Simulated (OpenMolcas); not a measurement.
## d3 ions of charge +4 down a group with 6 chloride ligands in octahedral coordination

| Quantity | Value |
| --- | --- |
| Program | OpenMolcas |
| Method | SS-CASPT2, IPEA 0.25 Eh, imaginary shift 0.1 Eh |
| Spin-orbit coupling | state interaction with AMFI integrals over the reference wave functions |

The d shell is active; CASPT2 correlates the ligand valence shells and the outer metal core. Anionic complexes are neutralised by point charges behind the ligands. Distances were set from a Shannon-type radius of the metal (high-spin where two are listed) plus a fixed donor radius (Cl 1.76 Å). Ligand basis ANO-RCC-VTZP, DKH2 Hamiltonian. States (labels of O, the rotations of Oh). Energies in cm-1 above the lowest state or level, χT in cm3 K/mol. Spin-only χT is S(S+1) / 2 for the spin of the ground state.

```tsv
Ion	Shell	R (Å)	Metal basis	Outer charge (e at Å behind ligand)	Ground state	First state of that spin	First gap with spin-orbit (degeneracies)	χT at 300 K	First state of another spin	Spin-only χT
Mn4+	3d3	2.29	ANO-RCC-VTZP	0.33 at 2.6	4A2	4T2 26690	11530 (4, 4)	1.852	2E 11540	1.875
Tc4+	4d3	2.41	ANO-RCC-VTZP	0.33 at 3.2	4A2	4T2 26100	8820 (4, 4)	1.776	2E 8880	1.875
```

The rows also differ in their outer charges, so part of each step comes from that.

χT departs most from the spin-only value for Tc4+, by -0.099 cm3 K/mol.

Roots that are degenerate in the reference are averaged as groups; the widest CASPT2 spread within a group is 1600 cm-1 (the 3-fold group of multiplicity 2 near 74900 cm-1 above the lowest state of its run, Mn4+). Shifts and gaps below about the spread of the groups concerned are not significant. Over all roots computed the reference weight is 0.55 to 0.58 in Mn4+, 0.59 to 0.61 in Tc4+; a low but even weight reflects the number of correlated electrons. Ligand-to-metal charge-transfer states are missing. With no ligand orbital active B as a rule stays too high, so bands that hang on it stand too high and its fall with covalency is understated. With one d shell and no ligand orbital active, 10Dq can be off by a tenth or more. The least metal-like active orbital is 69 % on the metal (Löwdin) and no ligand orbital is active, so the numbers are rough (holds for Mn4+). The least metal-like active orbital is 66 % on the metal (Löwdin) and no ligand orbital is active, so the numbers are rough (holds for Tc4+). These CASPT2 states fit no ligand-field parameters well, so their order and spin gaps are uncertain (holds for Tc4+). No measured value stands beside these numbers; the geometry was imposed, not optimised, and the real ion may take another.
